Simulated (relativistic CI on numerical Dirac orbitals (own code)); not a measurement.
# Sensitivity of the levels of Yb to α and to the nuclear radius

Method of calculation: Dirac-Coulomb-Breit CI, orbitals from a KLI potential per configuration, valence Slater integrals scaled by 0.85, P86 correlation energy added to each configuration, derivatives by finite differences, QED left out (own radial code, finite nucleus).

CI space (outside the closed core [Xe]): 4f14 6s2, 4f14 6s 6p, 4f13 6s2 5d, 4f14 6s 5d, 4f13 6s2 6p, 4f14 6s 7s, 4f14 6s 7p, 4f14 6s 6d. Levels of other configurations are missing.

With x = (α/α₀)² − 1 an excitation energy changes as ω = ω₀ + qx; K = 2q/ω₀ is the relative enhancement. Terms are leading LS components, so labels can repeat. The field-shift factor is F = δν/δ⟨r²⟩ for the transition from the lowest level.

Lowest level 4f13 6s2 5d 3P°_2.

```
            Level  ω₀ (cm⁻¹)  q (cm⁻¹)        K  F (GHz/fm²)
    4f14 6s2 1S_0     1583.6     42790       54        -19.9
4f13 6s2 5d 3H°_5     2454.2    -350.5   -0.286        0.351
4f13 6s2 5d 3H°_6     3330.1       356    0.214         1.02
4f13 6s2 5d 3D°_3     3959.9    -340.4   -0.172        0.668
4f13 6s2 5d 1D°_2     4555.8     70.02   0.0307         1.13
4f13 6s2 5d 3F°_4     4979.2    -343.7   -0.138        0.818
4f13 6s2 5d 3P°_1     4982.7      2888     1.16        0.562
4f13 6s2 5d 1G°_4     6128.3      24.2   0.0079          1.4
4f13 6s2 5d 1F°_3     6375.8     9.335  0.00293         1.45
4f13 6s2 5d 3G°_5     6619.9     -48.1  -0.0145         1.57
 4f13 6s2 6p 3D_3     7178.5    -11180    -3.11         8.17
 4f13 6s2 6p 3G_4     7350.9    -11260    -3.06         8.21
 4f13 6s2 6p 3G_5    10006.3     -7960    -1.59         8.09
```

Correlation outside the listed configurations is missing or only estimated: errors of thousands of cm⁻¹ between configurations and terms are usual at this charge. Rates and lifetimes follow the computed energies and can be off by large factors. The fine structure of a lone outer electron comes out too small, for d and f at times inverted, and misplaced configurations move strength between like terms. The computed lowest level isn't the tabulated ground level, which NIST ASD gives as 4f14 6s2 1S0.
